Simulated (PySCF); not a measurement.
C10H12.
Numbering: `[CH2:1]=[CH:2][C@:3]1([C:4]#[C:5][CH2:6][CH3:7])[CH:8]=[CH:9][CH2:10]1` (hydrogens: H11, H12 on C1; H13 on C2; H14, H15 on C6; H16, H17, H18 on C7; H19 on C8; H20 on C9; H21, H22 on C10)

Structure optimised with GFN2-xTB, isolated species.

**Question.** List the bond lengths, angles and torsions at this level.

**Answer.** 
```json
{"bond": "C1=C2", "length (Å)": "1.319"}
{"bond": "C2–C3", "length (Å)": "1.498"}
{"bond": "C3–C4", "length (Å)": "1.448"}
{"bond": "C4≡C5", "length (Å)": "1.199"}
{"bond": "C5–C6", "length (Å)": "1.450"}
{"bond": "C6–C7", "length (Å)": "1.529"}
{"bond": "C3–C8", "length (Å)": "1.518"}
{"bond": "C8=C9", "length (Å)": "1.327"}
{"bond": "C9–C10", "length (Å)": "1.502"}
{"bond": "C3–C10", "length (Å)": "1.573"}
{"bond": "C1–H11", "length (Å)": "1.077"}
{"bond": "C1–H12", "length (Å)": "1.077"}
{"bond": "C2–H13", "length (Å)": "1.083"}
{"bond": "C6–H14", "length (Å)": "1.094"}
{"bond": "C6–H15", "length (Å)": "1.094"}
{"bond": "C7–H16, C7–H17, C7–H18", "length (Å)": "1.088"}
{"bond": "C8–H19", "length (Å)": "1.074"}
{"bond": "C9–H20", "length (Å)": "1.075"}
{"bond": "C10–H21", "length (Å)": "1.089"}
{"bond": "C10–H22", "length (Å)": "1.089"}
```

Bonds in one row agree within 0.01 Å and their mean is given. A selection of angles:
```json
{"angle": "C2–C1–H11", "degrees": "121.8"}
{"angle": "C2–C1–H12", "degrees": "121.8"}
{"angle": "H11–C1–H12", "degrees": "116.4"}
{"angle": "C1–C2–C3", "degrees": "124.6"}
{"angle": "C1–C2–H13", "degrees": "121.0"}
{"angle": "C3–C2–H13", "degrees": "114.4"}
{"angle": "C2–C3–C4", "degrees": "110.4"}
{"angle": "C2–C3–C8", "degrees": "117.9"}
{"angle": "C2–C3–C10", "degrees": "114.1"}
{"angle": "C4–C3–C8", "degrees": "113.7"}
{"angle": "C4–C3–C10", "degrees": "113.7"}
{"angle": "C8–C3–C10", "degrees": "85.2"}
{"angle": "C3–C4–C5", "degrees": "179.2"}
{"angle": "C4–C5–C6", "degrees": "177.8"}
{"angle": "C5–C6–C7", "degrees": "110.8"}
{"angle": "C5–C6–H14", "degrees": "109.0"}
{"angle": "C5–C6–H15", "degrees": "109.0"}
{"angle": "C7–C6–H14", "degrees": "109.9"}
{"angle": "C7–C6–H15", "degrees": "109.9"}
{"angle": "H14–C6–H15", "degrees": "108.1"}
{"angle": "C6–C7–H16", "degrees": "110.3"}
{"angle": "H16–C7–H17", "degrees": "108.8"}
{"angle": "H16–C7–H18", "degrees": "108.3"}
{"angle": "C3–C8–C9", "degrees": "94.2"}
{"angle": "C3–C8–H19", "degrees": "130.8"}
{"angle": "C9–C8–H19", "degrees": "135.0"}
{"angle": "C8–C9–C10", "degrees": "95.2"}
{"angle": "C8–C9–H20", "degrees": "134.2"}
{"angle": "C10–C9–H20", "degrees": "130.6"}
{"angle": "C9–C10–H21", "degrees": "115.7"}
{"angle": "C9–C10–H22", "degrees": "115.6"}
{"angle": "C3–C10–C9", "degrees": "85.5"}
{"angle": "C3–C10–H21", "degrees": "114.3"}
{"angle": "C3–C10–H22", "degrees": "114.1"}
{"angle": "H21–C10–H22", "degrees": "109.9"}
```

Torsions: C1–C2–C3–C4 131° (anticlinal); C2–C3–C8–C9 -115° (anticlinal); C3–C8–C9–C10 0° (synperiplanar); C8–C9–C10–C3 0° (synperiplanar); C2–C3–C10–C9 119° (anticlinal).

The 10 C–C bonds span 1.199 Å (C4≡C5, drawn triple) to 1.573 Å (C3–C10, drawn single), a spread of 0.374 Å. Of the pairs four or more bonds apart, C8···H12 is among the closest relative to their van der Waals radii: 2.63 Å, 91 % of the sum of Bondi's values. The 4-membered ring C3–C8–C9–C10 has internal angles of 85.2° to 95.2°; it is planar, 0.00 Å rms from its mean plane, widest ring torsion 0°.

Point group: C1 (no symmetry element, even within 0.4 Å). Stationary, but not proved a minimum. The numbers are those of one conformer.

These are computed values.
